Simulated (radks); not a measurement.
Problem. The mean radii <r> (bohr) of the occupied orbitals of an atom or ion are listed with their occupations. Calculated with a radial shooting solver on a logarithmic mesh with Libxc functionals: scalar-relativistic Kohn-Sham, exchange-only LDA, spin-polarised, spherical densities, point nucleus.

| orbital | occ. | <r> |
|---|---|---|
| 1s up | 1 | 0.05039 |
| 1s down | 1 | 0.05038 |
| 2s up | 1 | 0.2267 |
| 2s down | 1 | 0.2265 |
| 2p up | 3 | 0.1986 |
| 2p down | 3 | 0.1983 |
| 3s up | 1 | 0.6661 |
| 3s down | 1 | 0.6684 |
| 3p up | 3 | 0.6862 |
| 3p down | 3 | 0.6896 |
| 3d up | 5 | 0.7317 |
| 3d down | 2 | 0.7427 |

Name the element and its charge. Open shells, if any, are filled with parallel spins first.

Solution. Z = 30, zinc, charge +5: Zn5+ in [Ar] 3d7. The 1s radius gives Z: for a bare nucleus <r> = (2 gamma + 1)/(2Z) with gamma = sqrt(1 - (Z/c)^2), 0.04919 bohr for Z = 30, and screening makes it slightly larger (0.05039 here). The occupations add up to 25, and the charge is Z minus that.
